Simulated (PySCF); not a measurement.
# Mayer bond orders and bond lengths

C7H11NO.
Atom-mapped SMILES: `[CH:1]#[C:2][C:3](=[O:4])[N:5]([CH3:6])[CH2:7][CH2:8][CH3:9]` (hydrogens: H10 on C1; H11, H12, H13 on C6; H14, H15 on C7; H16, H17 on C8; H18, H19, H20 on C9)

Structure used (GFN2-xTB), in Å, numbered top down from 1:
```xyz
20
C7H11NO angstrom
C      2.5109    1.0452   -1.8662
C      2.0732    0.1313   -1.2232
C      1.6713   -1.0855   -0.5482
O      2.2441   -2.1392   -0.7571
N      0.6387   -0.9449    0.3172
C      0.1368   -2.1078    1.0069
C     -0.0691    0.3001    0.5028
C     -1.2214    0.4736   -0.4933
C     -1.9492    1.7921   -0.2699
H      2.8694    1.8702   -2.4091
H     -0.8966   -2.3162    0.7212
H      0.7615   -2.9569    0.7345
H      0.1825   -1.9545    2.0877
H     -0.4577    0.3193    1.5254
H      0.6330    1.1305    0.3860
H     -1.9244   -0.3552   -0.3877
H     -0.8150    0.4421   -1.5064
H     -2.3667    1.8348    0.7338
H     -2.7608    1.9026   -0.9844
H     -1.2657    2.6293   -0.3924
```

Bond orders from the PBE0/pcSseg-1 density (PySCF). One conformer (not necessarily the lowest) at the GFN2-xTB geometry, without solvent, vibrations or thermal averaging.

**Question.** Where do the orders between heavy atoms depart from those drawn in the SMILES?

**Answer.** The largest departure is 0.527, at C1–C2 (drawn triple, 2.473). Drawn single, order above 1.12: C3–N5 (1.133). Drawn double or triple, more than 0.30 short of the drawn order: C1–C2 (2.473).

**Question.** Give the Mayer order of every bond, beside its length.

**Answer.** 
```json
{"bond": "C1–C2", "drawn as": "triple", "length (Å)": "1.200", "Mayer order": "2.473"}
{"bond": "C2–C3", "drawn as": "single", "length (Å)": "1.448", "Mayer order": "0.930"}
{"bond": "C3–O4", "drawn as": "double", "length (Å)": "1.217", "Mayer order": "1.885"}
{"bond": "C3–N5", "drawn as": "single", "length (Å)": "1.355", "Mayer order": "1.133"}
{"bond": "N5–C6", "drawn as": "single", "length (Å)": "1.442", "Mayer order": "0.937"}
{"bond": "N5–C7", "drawn as": "single", "length (Å)": "1.444", "Mayer order": "0.924"}
{"bond": "C7–C8", "drawn as": "single", "length (Å)": "1.533", "Mayer order": "1.022"}
{"bond": "C8–C9", "drawn as": "single", "length (Å)": "1.523", "Mayer order": "1.062"}
{"bond": "C1–H10", "drawn as": "single", "length (Å)": "1.051", "Mayer order": "1.126"}
{"bond": "C6–H11", "drawn as": "single", "length (Å)": "1.092", "Mayer order": "0.959"}
{"bond": "C6–H12", "drawn as": "single", "length (Å)": "1.089", "Mayer order": "0.947"}
{"bond": "C6–H13", "drawn as": "single", "length (Å)": "1.093", "Mayer order": "0.962"}
{"bond": "C7–H14", "drawn as": "single", "length (Å)": "1.094", "Mayer order": "0.945"}
{"bond": "C7–H15", "drawn as": "single", "length (Å)": "1.094", "Mayer order": "0.935"}
{"bond": "C8–H16", "drawn as": "single", "length (Å)": "1.092", "Mayer order": "0.944"}
{"bond": "C8–H17", "drawn as": "single", "length (Å)": "1.092", "Mayer order": "0.945"}
{"bond": "C9–H18", "drawn as": "single", "length (Å)": "1.088", "Mayer order": "0.966"}
{"bond": "C9–H19", "drawn as": "single", "length (Å)": "1.087", "Mayer order": "0.966"}
{"bond": "C9–H20", "drawn as": "single", "length (Å)": "1.088", "Mayer order": "0.966"}
```

By pair of heavy elements: C–C: lowest C2–C3 (0.930, 1.448 Å), highest C1–C2 (2.473, 1.200 Å); in 2 of the 6 pairs the longer bond (by over 0.003 Å) has the higher order (by 0.02 or more). C–N: lowest N5–C7 (0.924, 1.444 Å), highest C3–N5 (1.133, 1.355 Å).

**Question.** Sum the orders of all bonds at each heavy atom with more than one neighbour and set the sums beside the valence in the SMILES.

**Answer.** C1 3.599 (drawn 4), C2 3.403 (drawn 4), C3 3.948 (drawn 4), N5 2.994 (drawn 3), C6 3.805 (drawn 4), C7 3.826 (drawn 4), C8 3.973 (drawn 4), C9 3.960 (drawn 4). Orders between atoms that aren't bonded are not in these sums.

Mayer orders depend on the basis set.

These values come from a run that also computed NMR shieldings. On one thread, Arm Neoverse V1, on a shared host, this took 40 s.
